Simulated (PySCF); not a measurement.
A structure optimised at PBE-D3(BJ)/def2-SVP, used in a PySCF frequency run:

```xyz
10

N      1.4865    -0.7311    -0.4706
Si     0.0007     0.0069    -0.0070
O      0.0272     1.5059     0.7449
O     -0.8010     0.2002    -1.4587
O     -0.7502    -0.9683     1.1326
H      1.9068    -0.4450    -1.3574
H      2.2040    -0.9166     0.2325
H     -0.2181     1.4495     1.6849
H     -1.4263     0.9449    -1.4272
H     -0.6895    -1.9136     0.9096
```
Charge 0, spin multiplicity 1.

Task: Write its SMILES and formula.

Result: N[Si](O)(O)O, H5NO3Si

Task: What are its rotational constants (standard atomic weights)?

Result: 4.0433, 3.8333, 3.4015 GHz
